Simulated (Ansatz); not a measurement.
Z-matrix (Å, degrees):
```
C
C 1 1.3342
H 1 1.0846 2 120.05
H 2 1.0881 1 117.46 3 179.98
C 1 1.4504 3 116.27 2 179.99
C 5 1.3260 1 126.62 3 0.01
H 6 1.0790 5 122.69 1 179.96
H 5 1.0846 6 116.34 7 -0.04
Cl 6 1.7261 7 112.89 5 179.93
Si 2 1.8544 4 118.79 1 179.99
H 10 1.4787 2 109.06 4 -179.99
H 10 1.4806 11 109.43 3 121.18
H 10 1.4806 11 109.43 12 117.64
```
Charge 0, multiplicity 1.

Computed with frozen-core CCSD(T)/cc-pVTZ // CAM-B3LYP-D3(BJ)/def2-TZVP (Ansatz, a quantum-chemistry and plane-wave program). The restricted HF reference is unstable towards unrestricted orbitals.

* **HF energy**: -904.02508 Ha
* **MP2 correlation energy**: -0.95402 Ha

### Question
Estimate the CCSD correlation energy, the (T) correction, the total energy and the T1 diagnostic.

### Answer

| Property | Value |
|---|---|
| CCSD correlation energy | -1.01425 Ha |
| (T) correction | -0.04766 Ha |
| CCSD(T) total energy | -905.08699 Ha |
| T1 diagnostic | 0.012 |
